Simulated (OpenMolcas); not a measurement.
# Os+: effect of the IPEA shift

* Program: OpenMolcas
* Basis: ANO-RCC-VTZP [8s7p5d3f2g1h]
* Scalar Hamiltonian: DKH2, point nucleus
* Active space: 7 electrons in 6 orbitals (5d 6s)
* State averaging: 2S+1 = 6 even, 6 roots; 2S+1 = 4 even, 67 roots; 2S+1 = 2 even, 98 roots
* Spin-orbit coupling: state interaction with AMFI integrals over the reference wave functions, term energies averaged over their components

Methods on the same reference wave functions:
A. CASSCF
B. MS-CASPT2, IPEA 0 Eh, imaginary shift 0.1 Eh (closed shells correlated: 5s 5p)
C. MS-CASPT2, IPEA 0.25 Eh, imaginary shift 0.1 Eh (closed shells correlated: 5s 5p)

Energies in cm⁻¹ above 5d⁶ 6s ⁶D_9/2, the measured ground level; measured values from NIST Handbook of Basic Atomic Spectroscopic Data.

```csv
Level,A,B,C,Measured
5d⁶ 6s ⁶D_9/2,0.0,0.0,0.0,0.0
5d⁶ 6s ⁶D_7/2,3506,3520,3500,3593
5d⁶ 6s ⁶D_3/2 [69 %],6204,5530,5820,5592
5d⁶ 6s ⁶D_1/2,7159,6820,6980,6637
5d⁷ ⁴F_9/2 [72 %],13588,7370,8020,
5d⁵ 6s² ⁶S_5/2 [54 %],16454,5980,6690,
5d⁷ ⁴F_5/2 [57 %],19149,13840,14740,
5d⁷ ⁴F_7/2 [54 %],19357,13140,13930,
5d⁶ 6s ⁴H_13/2,21786,18620,19630,
5d⁶ 6s ⁴P_1/2(1) [64 %],22069,14660,16330,
5d⁶ 6s ⁴D_5/2(1) [67 %],23397,16570,17890,
5d⁶ 6s ⁴D_1/2(1) [65 %],24292,17970,19090,
5d⁶ 6s ⁴D_1/2(2) [64 %],30551,23760,25690,
5d⁶ 6s ⁴D_5/2(2) [57 %],32122,25220,27040,
5d⁶ 6s ⁴F_3/2 [62 %],32677,25730,27190,
```

Deviations, from unrounded energies. A percentage is the sum of absolute deviations over the sum of measured energies, with the sign that they share, or ± where signs differ.

```json
{"Against measurement": "mean absolute deviation (cm-1)", "Levels": "3", "A": "410", "B": "110", "C": "220"}
{"Against measurement": "fine structure of the ground term (%)", "Levels": "3", "A": "±7.7", "B": "±2.0", "C": "±4.2"}
```

B lies closest to measurement on these levels and A furthest from it. The largest miss of B in the table is 5d⁶ 6s ⁶D_1/2, by +180 cm-1. The ranking rests on the paired levels alone, and a cruder setting can come out closer through cancelling errors.

Between B and C the level of the table that moves most is 5d⁶ 6s ⁴D_1/2(2) [64 %], by 1900 cm-1 (lowest in B, highest in C). Moves below CASPT2's spread within the term are not significant.

The mean deviations of B to C differ by less than CASPT2's widest spread within a term (720 cm-1), so their order carries little weight.

From A to B the spin-free energies of the other terms of 5d⁶ 6s shown, above ⁶D, scale by factors of 0.49 to 0.83.

The lowest spin-free term lies below A's lowest term by 0.410 hartree in B, 0.396 hartree in C.

Term energies are means over components that CASPT2 splits; among the terms shown or strongly mixed into the levels shown the widest spread is 720 cm-1 (5d⁷ ⁴F, B). Configurations are named by rounded mean occupations; where the s occupation lies near a half they are strongly mixed, a name can repeat and a true partner stay unpaired. A single d shell beside an s shell can misplace configurations of different d count against each other. Without dynamic correlation excited terms often stand tens of per cent too high (terms of higher spin than the ground term too low), and those without a measured partner can miss by more than the paired ones (holds for A). Blocks of more than 70 roots (2S+1 = 2 even) ran without multistate coupling (holds for B; C). The CASPT2 spread within a term exceeds the gap to the next term for 5d⁷ ⁴F and 5d⁶ 6s ⁴P(1), so the order of their levels is uncertain, and so are names and mixing where such terms share a J (holds for C). Computed and measured levels are paired by configuration, term and J; levels that our copy of the source lacks, or whose pairing is in doubt (as where it misses far off the trend of its configuration), stay unpaired and out of the deviations. Levels of configurations outside the active space are missing. The table leaves out levels that lie high or whose names do not pair safely across all columns.

A share in square brackets marks a mixed level and gives the weight of the term that names it, the lowest over the columns. A number in round brackets counts repeated terms of one configuration in the order of the reference energies.
